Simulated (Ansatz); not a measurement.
Ansatz (a program for electronic structure) input:

Ansatz 0.2 input:
```yaml
crystal:
  periodic: [false, false, false]
  atoms:
    - {symbol: Cd, position_ang: [0.34110285, 0.02362310, 0.39285555]}
    - {symbol: Cl, position_ang: [1.14225306, 0.37527594, -1.98908894]}
    - {symbol: Cl, position_ang: [-2.10536699, -0.44197646, 0.87984973]}
basis:
  gaussian:
    orbitals: def2-TZVP
hamiltonian:
  xc: b3lyp
  dispersion: d3bj
total_charge: -1
magnetization: {spin_polarized: true, initial_magnetization: 1}
phonons: {temperatures: {t_min: 298.15, t_max: 298.15, t_step: 100}}
```

### Question
Predict the final energy.

### Answer
-1088.43968 Eh (B3LYP-D3(BJ)/def2-TZVP). The basis has 114 functions.

The spin state was set by rule; other spins were not relaxed.
